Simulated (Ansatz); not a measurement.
One change: `C#[C][In]([F])[F]` becomes `C#[C][In]([F])[Cl]`.

Ansatz, PBE0-D4/def2-TZVP geometries, multiplicity 1. 

Elements past krypton have def2 core potentials.

| property | `C#[C][In]([F])[F]` |
| --- | --- |
| size of the dipole moment (ωB97M-V/def2-TZVPP) / D | 3.79 |
| HOMO energy (ωB97M-V/def2-TZVPP) / eV | -11.39 |
| LUMO energy (B3LYP/def2-TZVPP) / eV | -2.40 |
| HOMO energy (B3LYP/def2-TZVPP) / eV | -8.85 |
| LUMO energy (PBE0/def2-TZVPP) / eV | -2.01 |
| ideal-gas entropy at 298 K and 1 bar (rigid rotor, harmonic PBE0-D4/def2-TZVP) / J/(mol·K) | 349 |

**Question.** What does the change do to each property? (Estimate.)

**Answer.** Computed: 
| property | `C#[C][In]([F])[Cl]` | shift |
| --- | --- | --- |
| size of the dipole moment (ωB97M-V/def2-TZVPP) / D | 3.21 | -0.58 |
| HOMO energy (ωB97M-V/def2-TZVPP) / eV | -11.23 | 0.16 |
| LUMO energy (B3LYP/def2-TZVPP) / eV | -2.29 | 0.11 |
| HOMO energy (B3LYP/def2-TZVPP) / eV | -8.69 | 0.16 |
| LUMO energy (PBE0/def2-TZVPP) / eV | -1.98 | 0.03 |
| ideal-gas entropy at 298 K and 1 bar (rigid rotor, harmonic PBE0-D4/def2-TZVP) / J/(mol·K) | 365 | 16 |

Dipoles are sizes alone; their direction can turn.

B3LYP here is the variant with VWN-RPA as its local correlation; programs differ in this.
